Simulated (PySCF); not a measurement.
Al(OSiH3)2 (AlH6O2Si2), SMILES [SiH3][O][Al][O][SiH3], multiplicity 2.

Geometry: PBE-D3(BJ)/def2-SVP. The multiplicity is an assumed one; no other spin state was optimised. The isomer is the one that the SMILES or the coordinates give; other isomers of the formula were not compared. The values are those of a single conformer.

The numbers are results of PBE-D3(BJ)/def2-SVP in PySCF, not measurements.

Frequencies are harmonic and unscaled.

### Question
Estimate the vibrational spectrum. (The exact figures need the calculation; the answer reports its results.)

### Answer

```csv
mode,ν (cm⁻¹),IR (km/mol),moving atoms (share of kinetic energy)
1,10,0.0,H 100 %
2,16,0.1,"H 70 %, Al 17 %, Si 11 %"
3,33,0.2,"Si 39 %, O 24 %, Al 20 %, H 17 %"
4,55,0.1,"O 78 %, H 12 %"
5,63,5.2,"O 65 %, H 14 %, Al 12 %, Si 9 %"
6,78,0.0,"O 83 %, H 12 %"
7,187,12.7,"O 45 %, Si 38 %, Al 10 %"
8,482,23.2,"Al 43 %, Si 34 %, O 15 %"
9,608,1.6,"Al 54 %, Si 33 %"
10,703,9.0,"H 83 %, Si 9 %"
11,704,0.0,"H 85 %, Si 9 %"
12,705,86.8,"H 83 %, Si 9 %"
13,706,94.7,"H 84 %, Si 9 %"
14,914,2.5,H 96 %
15,915,124.9,H 96 %
16,916,0.0,H 96 %
17,917,132.6,H 96 %
18,947,1145.4,"H 80 %, Si 15 %"
19,971,34.8,"H 91 %, Si 9 %"
20,1062,82.7,"O 81 %, Si 14 %"
21,1077,625.8,"O 70 %, Al 16 %, H 10 %"
22,2150,140.3,H 97 %
23,2152,136.3,H 97 %
24,2163,67.9,H 98 %
25,2165,69.5,H 97 %
26,2165,80.8,H 97 %
27,2165,274.9,H 96 %
```
